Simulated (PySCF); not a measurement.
**Na₂F₂: from structure and modes to constants**

All numbers come from PBE0/[Na def2-TZVP, F def2-TZVP], no relativity, density fitting, PySCF.

The singlet minimum has D2h symmetry. Masses (u): Na 22.98977, F 18.99840.

```xyz
4
charge 0 multiplicity 1, angstrom
Na   -0.7300    0.0000    1.2144
Na    0.7300    0.0000   -1.2144
F     1.2946    0.0000    0.7782
F    -1.2946    0.0000   -0.7782
```

Harmonic wavenumbers (cm⁻¹): 159.8 (b3u, ×1), 209.8 (ag, ×1), 342.5 (b3g, ×1), 371.9 (b2u, ×1), 389.8 (b1u, ×1), 395.7 (ag, ×1).

Problem. Find the principal moments of inertia and the rotational constants. What kind of rotor is it?

Solution. About the centre of mass I = 86.7, 92.316, 179.02 u Å². With B = 16.8576/I this gives 0.1944, 0.1826, 0.09417 cm⁻¹. The molecule is an asymmetric top with κ = 0.76.

Problem. What is the harmonic zero-point energy?

Solution. Half the sum of all 6 wavenumbers, 1870/2 = 935 cm⁻¹, which is 11.2 kJ/mol (1 cm⁻¹ = 0.0119627 kJ/mol).

Problem. Find the vibrational entropy and heat capacity at 298.15 K.

Solution. With u = 1.43878 ω/T, each mode gives S = R[u/(eᵘ−1) − ln(1−e⁻ᵘ)] and C = R u² eᵘ/(eᵘ−1)².
```
ω (cm⁻¹)      u  S (J/(mol K))  C (J/(mol K))
   159.8  0.771          10.68           7.91
   209.8  1.012           8.56           7.64
   342.5  1.653           5.02           6.65
   371.9  1.795           4.48           6.40
   389.8  1.881           4.19           6.24
   395.7  1.910           4.09           6.19
```
The sums over all modes are S = 37.0 and C = 41.0 J/(mol K); the softest mode gives 29 % of the entropy.

Problem. Give the standard entropy (298.15 K, 1 bar) by its translational, rotational, vibrational and spin parts, and Cp.

Solution. Sackur–Tetrode with M = 83.98 u gives 164.1; rotation with symmetry number 4 gives 95.9; vibration 37.0; spin R ln 1 = 0.0. The total is 297.1 J/(mol K), and Cp = 4 R + 41.0 = 74.3 J/(mol K).

Only a few start shapes were tried, so a lower isomer may exist.
